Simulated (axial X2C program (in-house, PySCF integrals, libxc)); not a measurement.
**EuSe: the levels of the configuration f6 s1**

Computed with an axial X2C code built on PySCF integrals: two-component X2C with atomic mean-field Coulomb and Gaunt terms, basis Eu dyall-v3z, Se dyall-v3z (cores contracted in-house). Orbitals come from Hartree–Fock averaged over the configuration Eu f6 s1; CI then distributes these electrons over the f, s shells of Eu.

R = 2.466 Å (near the minimum of the configuration average).

Lowest levels of this model:

| Ω | energy (cm⁻¹) | g∥ | μ (D) | configuration |
| --- | --- | --- | --- | --- |
| 1/2 | 0 | 2.25 | -7.66 | 100% f6 s1 |
| 3/2 | 254 | 6.20 | -7.66 | 100% f6 s1 |
| 5/2 | 824 | 9.54 | -7.67 | 100% f6 s1 |
| 1/2 | 904 | 2.93 | -7.63 | 100% f6 s1 |
| 3/2 | 1264 | 6.05 | -7.64 | 100% f6 s1 |
| 1/2 | 1609 | 2.85 | -7.63 | 100% f6 s1 |
| 7/2 | 1717 | 12.48 | -7.66 | 100% f6 s1 |
| 5/2 | 1965 | 8.86 | -7.64 | 100% f6 s1 |
| 3/2 | 2182 | 5.30 | -7.64 | 100% f6 s1 |
| 1/2 | 2266 | 1.79 | -7.66 | 100% f6 s1 |
| 3/2 | 2770 | 5.34 | -7.67 | 100% f6 s1 |
| 9/2 | 2923 | 15.11 | -7.64 | 100% f6 s1 |
| 7/2 | 2962 | 11.48 | -7.65 | 100% f6 s1 |
| 5/2 | 3020 | 7.99 | -7.65 | 100% f6 s1 |
| 5/2 | 3712 | 8.48 | -7.66 | 100% f6 s1 |
| 7/2 | 4139 | 10.44 | -7.64 | 100% f6 s1 |
| 9/2 | 4258 | 13.93 | -7.63 | 100% f6 s1 |
| 11/2 | 4382 | 17.56 | -7.62 | 100% f6 s1 |
| 7/2 | 5079 | 11.14 | -7.64 | 100% f6 s1 |
| 9/2 | 5542 | 12.89 | -7.62 | 100% f6 s1 |
| 11/2 | 5772 | 16.38 | -7.61 | 100% f6 s1 |
| 13/2 | 5997 | 19.96 | -7.61 | 100% f6 s1 |
| 9/2 | 6778 | 13.48 | -7.63 | 100% f6 s1 |
| 11/2 | 8495 | 15.96 | -7.62 | 100% f6 s1 |

g∥ is the magnitude of 2⟨Lz + ge Sz⟩ for the +Ω component. μ is positive if the Se end is positive.

Task: From Ω and g∥ of the lowest level, whose 2⟨Lz + ge Sz⟩ is positive, find ⟨Sz⟩ and ⟨Lz⟩ (ge = 2.0023).

Result: Ω = ⟨Lz⟩ + ⟨Sz⟩ = 1/2 and ⟨Lz⟩ + ge⟨Sz⟩ = 1.125, so ⟨Sz⟩ = 0.62 and ⟨Lz⟩ = -0.12.

Occupations of the active spinors in the lowest level by ω, shell by shell in order of energy: -7/2: 0.33; -5/2: 0.64 0.31; -3/2: 0.63 0.25; -1/2: 0.62 0.18 0.37; 1/2: 0.59 0.19 0.63; 3/2: 0.54 0.29; 5/2: 0.51 0.41; 7/2: 0.49. The leading determinant has weight 0.06 among 1101.

This point took 3.9 s on 1 thread of Arm Neoverse V2, with other jobs on the host.

Dynamic correlation is missing, so gaps between terms are too wide and other configurations may lie lower; the lowest level listed is that of this model, not necessarily the ground state. At most 4 roots were kept for each Ω > 0 (twice that for Ω = 0) within 2.2 eV of the lowest, so higher up levels can be missing between those listed; levels with Ω > 0 are doubly degenerate and listed once, Ω = 0 levels singly.
